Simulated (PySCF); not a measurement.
**Polarisability and C₆ of Cr²⁺ (chromium, charge +2)**

[Ar] 3d4, high-spin 5D determinant. Computed with PySCF 2.14 in x2c-QZVPPall with one added diffuse shell each of s, p, d, f, g type (12s8p6d4f3g, 121 functions), with the spin-free X2C one-electron Hamiltonian (Gaussian nucleus). Coupled (time-dependent) response in atomic units; α is the mean over directions.

```json
{"method": "UHF", "mean α (bohr³)": "3.662", "α xx, yy, zz": "3.446, 3.446, 4.094", "C₆ (like pair)": "10.88", "S(−4)": "6.994"}
{"method": "PBE", "mean α (bohr³)": "4.644", "α xx, yy, zz": "4.344, 4.344, 5.242", "C₆ (like pair)": "13.86", "S(−4)": "15.28"}
```

S(−4) is the Cauchy moment in α(ω) = α(0) + S(−4) ω² + …

α(iu) at UHF:

| u (hartree) | α(iu) (bohr³) |
| --- | --- |
| 0 | 3.662 |
| 0.0500 | 3.644 |
| 0.100 | 3.594 |
| 0.200 | 3.418 |
| 0.300 | 3.187 |
| 0.500 | 2.721 |
| 0.750 | 2.250 |
| 1.00 | 1.892 |
| 1.50 | 1.385 |
| 2.00 | 1.048 |
| 3.00 | 0.6492 |
| 5.00 | 0.3138 |

A single London oscillator, α(iu) = α/(1 + u²/ω²), gives C₆ = (3/4) ω α². Matching the computed C₆ needs ω = 4 × 10.88 / (3 × 3.662²) = 1.08 hartree.

For an ion, C₆ is the dispersion term alone; charge-induced terms of lower order in 1/R come first.

The components differ because the open shell of this determinant is not spherical; for a pure term their mean is the scalar polarisability.
